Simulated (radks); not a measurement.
Results of a calculation; reference values are marked as such.
Ionisation of neutral mercury, [Hg], to Hg+, [Xe] 4f14 5d10 6s1, under several functionals. Dirac Kohn-Sham, spin-unpolarised, spherical densities, point nucleus; a radial shooting solver on a logarithmic mesh with Libxc functionals.

| functional | E(Hg) (hartree) | Exc (hartree) | IE (eV) | -e(HOMO) (eV) | <r> HOMO (bohr) | IE error (eV) |
|---|---|---|---|---|---|---|
| PW91 | -19664.0005 | -375.5924 | 10.784 | 6.904 | 2.694 | +0.346 |
| Wu-Cohen GGA | -19660.8739 | -372.4359 | 10.766 | 6.887 | 2.676 | +0.328 |
| LDA (Slater exchange, Perdew-Zunger correlation) | -19651.3689 | -362.8411 | 11.059 | 7.145 | 2.679 | +0.621 |
| BP86 | -19664.4162 | -376.0060 | 10.885 | 7.007 | 2.684 | +0.447 |

NIST Atomic Spectra Database: 10.438 eV (measured). Closest: Wu-Cohen GGA. The Delta-SCF values span 0.29 eV, the total energies 13.05 hartree. The highest occupied level is 6s1/2. Spin polarisation and multiplet splitting are left out, so open shells lie too high by an amount that depends on their filling.

Beside tabulated values, note that spin-unpolarised runs miss the spin-polarisation part of the exchange energy of open shells.
